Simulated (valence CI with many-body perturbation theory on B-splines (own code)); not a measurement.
**Questions on Lu⁶³⁺**

Calculated by valence CI with perturbative core correlation (CI+MBPT): six valence electrons over a frozen Dirac-Fock core [He], radial functions for each j: 9 s, 9 p, 8 d, 6 f, 3 g, 1 h, with the one-electron correlation potential Σ1 (screened to all orders), the two-electron term Σ2, the three-electron term Σ3, Breit, model QED; selected single and double excitations, second order for the rest, scaled by the run's own slope (own B-spline code, finite nucleus).

The last digits are not significant, and no measured levels were compared; by estimate large intervals hold to a few tenths of a per cent, small ones and those within an open d or f shell to about a per cent. Among the levels kept, up to 2200 cm⁻¹ of a level comes from second order outside the variational space, and about a tenth of that is noise between levels of different J, which matters for small intervals.

Levels are named by their leading jj configuration (3d3/2^4 stands for four electrons in 3d with j = 3/2), which in mixed levels can hold well under half, so a name can repeat and another be missing.

Rates and lifetimes use the calculated energies. Strong lines usually hold to 10 to 20 %, long lifetimes can be off by a factor of two.

**Question.** What is the ground level?

**Answer.** (2s^2 2p1/2^2 2p3/2^2) J=2, composition 68 % 2s²2p⁴ ³P + 32 % 2s²2p⁴ ¹D, g = 1.309.

**Question.** How well does LS coupling describe the low levels?

**Answer.** Among the lowest 20 levels the leading LS term, summed over configurations, holds 59 % on average. For single configurations the figures are 59 % in LS and 100 % in jj coupling. Terms mix most in the J = 2 level at 8056.7 eV, where the leading one holds 26 %.

**Question.** Name the longest-lived excited levels whose lifetime is computed, and their main decay.

**Answer.** (2s^2 2p1/2^2 2p3/2^2) J=0 at 57.2 eV lives 13.4 ms, mostly by E2 to (2s^2 2p1/2^2 2p3/2^2) J=2; (2s^2 2p1/2 2p3/2^3) J=2 at 1174.7 eV lives 138 ps, mostly by M1 to (2s^2 2p1/2^2 2p3/2^2) J=2; (2s^2 2p1/2 2p3/2^3) J=1 at 1156.0 eV lives 61.6 ps, mostly by M1 to (2s^2 2p1/2^2 2p3/2^2) J=2.

**Question.** What are the static dipole polarisabilities of the lowest levels?

**Answer.** (2s^2 2p1/2^2 2p3/2^2) J=2 7.51e-05 (tensor 1.7e-06); (2s^2 2p1/2^2 2p3/2^2) J=0 7.29e-05 bohr³, of which the core gives 2.66e-07.

**Question.** What is the ionisation energy?

**Answer.** 14891 eV; NIST lists 14890 ± 19 eV (theoretical).
